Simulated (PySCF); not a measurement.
CH6F2Si3, SMILES [Si@@H]1(F)C[Si@@H]([SiH2]1)F. Atoms are numbered in the order given.

```xyz
12

F     -1.0399    -0.9249    -1.8305
Si     0.3215    -0.1184    -1.4317
C      1.1847    -1.0015     0.0000
Si     0.3215    -0.1184     1.4317
F     -1.0399    -0.9249     1.8305
Si    -0.1757     1.6898     0.0000
H      1.1232     0.0265    -2.6820
H      2.2484    -0.6944     0.0000
H      1.1516    -2.1030     0.0000
H      1.1232     0.0265     2.6820
H     -1.5095     2.3560     0.0000
H      0.9288     2.7025     0.0000
```
Charge 0, spin multiplicity 1.

Coordinates come from a PBE0-D3(BJ)/def2-SVP optimisation. The structure was generated by enumeration; whether it is a known compound was not checked.

Calculation: PBE/def2-TZVP (PySCF).

### Question
Estimate the frontier levels, gap, dipole moment and polarisability. (Estimate from the structure and the level; the computed values follow.)

### Answer

| Property | Result |
|---|---|
| highest occupied level | -6.43 eV |
| lowest empty level | -2.11 eV |
| orbital gap | 4.32 eV |
| dipole moment | 2.54 D |
| quadrupole, principal values (traceless, Buckingham form, about the centre of nuclear charge) | -3.06, -2.97, 6.03 D·Å |
| mean static polarisability | 93.5 bohr³ (13.86 Å³) |
| polarisability, principal values | 75.6, 100.7, 104.3 bohr³ |
